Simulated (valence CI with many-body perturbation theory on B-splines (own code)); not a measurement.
Questions on Kr15+

Computed by relativistic CI+MBPT: three valence electrons over a frozen Dirac-Fock core [Ar], radial functions for each j: 9 s, 9 p, 10 d, 8 f, 5 g, 3 h, 1 i, with the one-electron correlation potential Σ1 (screened to all orders), the two-electron term Σ2, the three-electron term Σ3, Breit, model QED; selected single and double excitations, second order for the rest (own B-spline code, finite nucleus).

No measured spectrum was set against this ion. As an estimate, terms of the open shell hold to 2 to 4 % of their energy, and close levels can change places. Core correlation moves these levels by up to 4900 cm⁻¹, and in measured spectra 5 to 20 % of such shifts remained as error; rates that hang on mixing are uncertain with them. Only levels of the ground parity were solved; by the run's estimate the other parity begins above the list, which can be wrong where configurations are misplaced.

Rates and lifetimes use the calculated energies. Strong lines usually hold to 10 to 20 %, long lifetimes can be off by a factor of two.

Question: What is the ground level?

Answer: 3d3 4F_3/2, composition 96 % 3d3 4F + 3 % 3d3 2D, g = 0.412.

Question: How well does LS coupling describe the low levels?

Answer: Among the lowest 19 levels the leading LS term, summed over configurations, holds 87 % on average. For single configurations the figures are 87 % in LS and 69 % in jj coupling. Terms mix most in the J = 3/2 level at 7.755 eV, where the leading one holds 54 %.

Question: How is the term 4F of the ground level split?

Answer: J = 3/2 at 0.000, J = 5/2 at 0.733, J = 7/2 at 1.556, J = 9/2 at 2.387 eV.

Question: What is the ionisation energy?

Answer: 540.4 eV; NIST lists 540 ± 3 eV (theoretical).
